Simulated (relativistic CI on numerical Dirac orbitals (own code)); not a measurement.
Slater and spin-orbit integrals, Tm⁴²⁺

Computed by Dirac-Coulomb-Breit CI, KLI orbitals optimised for each configuration, model QED, unscaled Slater integrals (own radial code, finite nucleus).

Slater integrals F^k, G^k are unscaled and averaged over j, outside the closed core [Ne]; ζ comes from projecting the Hamiltonian with its Breit term on Σ l·s of the shell.

- 3s2 3p6 3d9: ζ(3d) = 152170 cm⁻¹; <r>(3d) = 0.1918, <r^2>(3d) = 0.04282 (bohr units).
- 3s2 3p5 3d10: ζ(3p) = 1.1749e+06 cm⁻¹; <r>(3p) = 0.2129, <r^2>(3p) = 0.05249 (bohr units).
- 3s2 3p6 3d8 4s: F^2(3d,3d) = 533890, F^4(3d,3d) = 344210, ζ(3d) = 154620, G^2(3d,4s) = 55149 cm⁻¹; <r>(3d) = 0.1905, <r^2>(3d) = 0.04223, <r>(4s) = 0.4232, <r^2>(4s) = 0.2015 (bohr units).

(1) Give the Racah parameters of the d shell in 3s2 3p6 3d8 4s.

Averages of the first 10 configurations, taken without configuration mixing, which lowers the lowest level and can move excited configurations by several eV; other configurations of the list can lie among them:

```csv
Configuration,Parity,States,Average energy above the lowest level (eV)
3s2 3p6 3d9,even,10,19.1
3s2 3p5 3d10,odd,6,468.7
3s 3p6 3d10,even,2,827.0
3s2 3p6 3d8 4s,even,90,1371.1
3s2 3p6 3d8 4p,odd,270,1504.9
3s2 3p6 3d8 4d,even,450,1669.2
3s2 3p4 3d10 4s,even,30,2260.9
3s2 3p4 3d10 4p,odd,90,2395.2
3s2 3p5 3d9 4s,odd,120,1812.3
3s2 3p6 3d8 4f,odd,630,1814.1
```

## Answers

(1) B = F²/49 − 5F⁴/441 = 6993 cm⁻¹ and C = 35F⁴/441 = 27318 cm⁻¹.
